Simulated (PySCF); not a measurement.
SMILES O=C(O)CC[SeH] (C₃H₆O₂Se), GFN2-xTB optimised geometry. Atoms within 1.6 Å of the plane z = 0.0 Å (x, y, z in Å): O1 (1.55, 0.57, -0.18), C2 (0.85, -0.39, 0.00), O3 (1.35, -1.61, 0.23), C4 (-0.65, -0.39, 0.00), C5 (-1.23, 1.01, 0.00), H7 (2.32, -1.59, 0.20), H8 (-0.98, -0.94, -0.89), H9 (-0.99, -0.95, 0.88), H10 (-0.83, 1.61, 0.82), H11 (-2.32, 0.98, 0.08), H12 (0.55, 2.11, -1.45).

Calculation: PBE/def2-TZVP (PySCF 2.14.0). Cells within 0.4 Å of a nucleus heavier than hydrogen are left out (blank, or x).

Map of the deformation density (molecule minus spherical neutral atoms) (e/bohr³) on the plane z = 0.0 Å:

```
|1111111111111111111111111|
|1111111111111111111111111|
|1111111111111111111111111|
|1111111111111111111111111|
|1111111111111111111111111|
|1111111111111111111111111|
|1111111111111111111111111|
|1111111101111111111111111|
|1111112212211111111111111|
|11110177xx100112321111111|
|11110156xx310013x52111111|
|1111111126520015x62111111|
|1111111114623239521111111|
|1111111001xx78xx101111111|
|1111111112x233x4100111111|
|1111111111100016211001111|
|111111111110000xx54001111|
|1111111111111128x32001111|
|1111111111111112110011111|
|1111111111111111111111111|
|1111111111111111111111111|
|1111111111111111111111111|
|1111111111111111111111111|
|1111111111111111111111111|
|1111111111111111111111111|
```
Scale: ten equal steps from -0.022 (start of '0') to 0.118 (end of '9'), in the order '0123456789'; x runs from -4.50 to 4.50, y from -4.50 (bottom) to 4.50 (top).
